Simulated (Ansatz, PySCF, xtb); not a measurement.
Gas-phase reaction in SMILES: F[Se]F + 2 [H][H] (H2) → 2 F (HF) + [SeH2] (H2Se)
Each molecule is optimised on its own at B3LYP-D3(BJ)/def2-TZVP (Ansatz, a first-principles code).
Geometry of the first species:
```
Se
F 1 1.7472
F 1 1.7472 2 96.84
```
Charge 0, spin multiplicity 1.

Property: energy of full hydrogenation (enthalpy at 298 K, with B3LYP-D3(BJ) rigid-rotor harmonic-oscillator terms from PySCF), in eV. Correlated levels leave the core frozen unless marked. Spin-orbit coupling is left out. The frozen core is the preceding noble-gas configuration, with the filled d and f shells of earlier blocks. Non-relativistic. Basis-set limits of correlation are two-point, X^-3; Hartree-Fock from the larger set.

```tsv
level	program	energy of full hydrogenation (eV)
GFN2-xTB	xtb	-0.40
r2SCAN/def2-TZVPD	Ansatz	-2.15
PBE0/STO-3G	Ansatz	-0.29
PBE0/6-31G*	Ansatz	___
PBE0-D3(BJ)/def2-TZVP	Ansatz + dftd3	___
r2SCANh-D4/def2-TZVPD	Ansatz + dftd4	-2.27
PW6B95-D3(BJ)/def2-TZVPD	PySCF + dftd3	-2.19
LC-wPBE-D4/def2-TZVPD	Ansatz + dftd4	___
B2GP-PLYP/def2-TZVPD	Ansatz	-2.24
RPA@PBE/cc-pVQZ	Ansatz	___
SCS-MP2/6-31G	Ansatz	-1.41
CCSD/STO-3G	Ansatz	-0.50
CCSD(T)/CBS(cc-pVTZ,cc-pVQZ)	Ansatz	-2.36
```

### Question
Fill in the missing entries.

### Answer

- PBE0/6-31G*, energy of full hydrogenation (eV): -1.71
- PBE0-D3(BJ)/def2-TZVP, energy of full hydrogenation (eV): -2.29
- LC-wPBE-D4/def2-TZVPD, energy of full hydrogenation (eV): -2.30
- RPA@PBE/cc-pVQZ, energy of full hydrogenation (eV): -2.16
